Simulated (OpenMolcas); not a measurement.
Cu6+, Ag6+, Au6+: d5 down the group

```json
{
  "Program": "OpenMolcas",
  "Method": "CASSCF",
  "Basis": "ANO-R2",
  "Scalar Hamiltonian": "X2C, finite nucleus",
  "Spin-orbit coupling": "state interaction with AMFI integrals over the reference wave functions, term energies averaged over their components"
}
```

Active space for each ion: 5 electrons in 5 orbitals (d).

Computed levels in cm-1 above 6S 5/2:

| Level | Cu6+ | Ag6+ | Au6+ |
| --- | --- | --- | --- |
| 4G 7/2 | 51977 | 35688 | 31266 |
| 4G 11/2 | 52005 | 35874 | 32819 |
| 4G 9/2 | 52039 | 36077 | 34618 |
| 4P 1/2 | 60070 | 41241 | 37601 |
| 4D 7/2 | 64420 | 43799 | 42538 |
| 4D 1/2 | 64757 | 45612 | 49112 |
| 2I 11/2 | 74017 | 50828 | 48110 |
| 2I 13/2 | 74266 | 52114 | 53047 |
| 2F 7/2(1) | 85887 | 61783 | 70000 |
| weight of 6S in the lowest level (%) | 100 | 98 | 82 |

Mixed levels, with the weight of the term that names them: Ag6+ 2F 7/2(1) (56 %), Au6+ 4G 7/2 (63 %), Au6+ 4G 11/2 (74 %), Au6+ 4P 1/2 (63 %), Au6+ 4D 7/2 (62 %), Au6+ 4D 1/2 (70 %), Au6+ 2I 11/2 (70 %), Au6+ 2F 7/2(1) (61 %).

Measured, with the error of the calculation in %. Measured levels: Cu6+, Ag6+ from the list in Gamrath, thesis, University of Mons (2023).

```csv
Level,Cu6+,Ag6+
4G 7/2,,30378 (+17.5)
4G 11/2,,30662 (+17.0)
4G 9/2,,30907 (+16.7)
4P 1/2,51407 (+16.9),34605 (+19.2)
4D 7/2,55742 (+15.6),36485 (+20.0)
4D 1/2,56210 (+15.2),38685 (+17.9)
2I 11/2,67757 (+9.2),44011 (+15.5)
2I 13/2,67918 (+9.3),45546 (+14.4)
2F 7/2(1),74408 (+15.4),53353 (+15.8)
```

Without spin-orbit coupling 4G lies 51995, 35819, 32331 cm-1 above 6S in that order; the difference to the level 4G 7/2, of either sign, comes from spin-orbit coupling, which also lowers the zero.

Without dynamic correlation excited terms often stand tens of per cent too high (terms of higher spin than the ground term too low), and those without a measured partner can miss by more than the paired ones. Measured partners are found by configuration, term and J. A level has none where our copy of the source lacks it or the pairing is in doubt (some pairs that miss far off the trend of their configuration count as doubtful), and it then counts in no deviation. Levels of configurations outside the active space are missing.

A number in round brackets counts repeated terms of one configuration in the order of the reference energies.
